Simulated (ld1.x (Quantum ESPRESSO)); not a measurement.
# tin: one change to an ultrasoft potential, before and after

- Element: tin
- Generator: ld1.x (Quantum ESPRESSO) 7.5
- Type: ultrasoft
- Functional: PBE
- Relativity: fully relativistic
- Frozen core: [Kr] 4d10
- Valence charge: 4
- Reference configuration: 5s2 5p0 (charge +2)
- Partial waves: 5s (bound): rcut 1.80, rcutus 2.05 bohr; 5s channel at -0.95 Ry: rcut 1.80, rcutus 2.05 bohr; 5p (bound, empty): rcut 2.15, rcutus 2.50 bohr; 5p channel at 0.95 Ry: rcut 2.15, rcutus 2.50 bohr; 5d channel at -0.15 Ry: rcut 1.60, rcutus 2.05 bohr
- Local potential: all-electron potential smoothed inside 1.95 bohr (lloc = -2)
- Core correction: a·sin(br)/r model core, default radius (core density twice the valence density)
- Augmentation charge: PSQ, inside the norm-conserving radii

Open shells are filled in proportion to 2j + 1 (rel_dist='average').

All-electron outer shells of the reference configuration (PBE, scalar-relativistic, ld1.x):

```csv
shell,level (eV),outermost node (bohr),outermost maximum (bohr)
5s,-26.09,0.98,1.94
5p,-17.79,1.08,2.31
```

Change: waves 5p (bound): rcut 2.15, rcutus 3.02 bohr; 5p channel at 0.95 Ry: rcut 2.15, rcutus 3.02 bohr.

Cutoffs: the cutoffs (Ry, on a coarse ladder) from which the occupation-weighted sum of valence levels, in a spherical-Bessel basis at the reference potential, stays within 10 and 1 mRy of its value at 400 Ry; they do not see the model core or the augmentation charge, which bear on the density cutoff. Errors are all-electron minus pseudo energies relative to the spin-unpolarised reference configuration.

Q: What does the change do?

A: Both files are so soft that the ladder of cutoffs tells neither apart; of the 7 tests that both files solve, the error grows in 3 and shrinks in 0 by more than 15 % and 0.3 meV (median size 27.0 → 40.9 meV); neither file shows a bound ghost. More of the atom is replaced by a form fitted at one configuration, so other configurations suffer.

| quantity | base | changed |
| --- | --- | --- |
| cutoff, loose | 8 Ry | 8 Ry |
| cutoff, tight | 12 Ry | 12 Ry |
| bound ghosts | none | none |
| error for 5s2 5p2, meV [ΔE -20.86 eV] | -62 | -54 |
| error for 5s2 5p1, meV [ΔE -13.97 eV] | -27 | -24 |
| error for 5s1 5p0, meV [ΔE 30.97 eV] | -128 | -128 |
| error for 5s2 5p1.5, meV [ΔE -18.24 eV] | -47 | -41 |
| error for 5s1 5p2, meV [ΔE -6.34 eV] | -3.0 | -18 |
| error for 5s1 5p3, meV [ΔE -13.90 eV] | -18 | -30 |
| error for 5s0 5p4, meV [ΔE -6.71 eV] | -3.9 | -57 |
| lowest overlap eigenvalue by channel | s 0.43, p1/2 0.55, p3/2 0.55, d3/2 1.00, d5/2 1.00 | s 0.43, p1/2 0.44, p3/2 0.45, d3/2 1.00, d5/2 1.00 |
